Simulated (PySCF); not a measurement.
# Peak assignment

Bonds (- single, = double, # triple, : aromatic): C1-C2, C2:C3, C3:C4, C4:C5, C5-N6, C5:C7, C7:C8, C8:C2. C1 carries H9, H10, H11; C3 carries H12; C4 carries H13; N6 carries H14, H15; C7 carries H16; C8 carries H17.

Theory: GIAO PBE0/pcSseg-2 shieldings, structure optimised with PBE0-D3(BJ)/def2-TZVP, in PySCF 2.14 (non-relativistic, single conformer, in vacuum, fast rotation and ring inversion assumed for equivalent nuclei).

Shifts are taken against calculated references (same method and geometry level): ¹³C (σref 186.03), ¹H (σref 31.52) vs TMS.

Question: Assign these signals to the numbered atoms. ¹³C{¹H} NMR (computed): δ 155.1, 140.0, 135.7, 121.4, 23.1.

Answer: 
```tsv
δ (ppm)	atoms	environment	reason
155.1	C5	aromatic carbon bearing nitrogen	an ipso carbon deshielded by its heteroatom
140.0	C3/C8	aromatic CH	the aromatic region
135.7	C2	substituted aromatic carbon	–
121.4	C4/C7	aromatic CH	–
23.1	C1	methyl carbon on an aromatic ring	aliphatic region, no heteroatom directly attached
```

Question: Assign these signals to the numbered atoms. ¹H NMR (300 MHz, computed): δ 7.27 (d, 2H), 6.74 (d, 2H), 3.26 (br s, 2H), 2.29 (s, 3H).

Answer: 
| δ (ppm) | atoms | environment | reason |
| --- | --- | --- | --- |
| 7.27 | H12/H17 | hydrogen on an aromatic CH | ring-current deshielding |
| 6.74 | H13/H16 | hydrogen on an aromatic CH | – |
| 3.26 | H14/H15 | hydrogen on an aniline-type nitrogen | exchangeable; this is the value without hydrogen bonding to other molecules |
| 2.29 | H9/H10/H11 | hydrogen on a methyl carbon on an aromatic ring | benzylic-type position, deshielded by the ring |

OH and NH positions are those of a molecule without intermolecular hydrogen bonds; in solution they move with solvent, concentration and temperature, and exchange usually removes their couplings. Shifts are as computed. Against solution values, carbons near 30 ppm lie about +3 ppm off and those near 130 ppm about +9 ppm. Of 1211 compounds with measured shifts, 218 miss one by over three times the rms of a fit or turn the order of signals round; such compounds aren't used in these exercises. Multiplicities follow the n + 1 count of equivalent neighbours, as no J values were calculated; m marks all less simple cases, F and P coupling included.
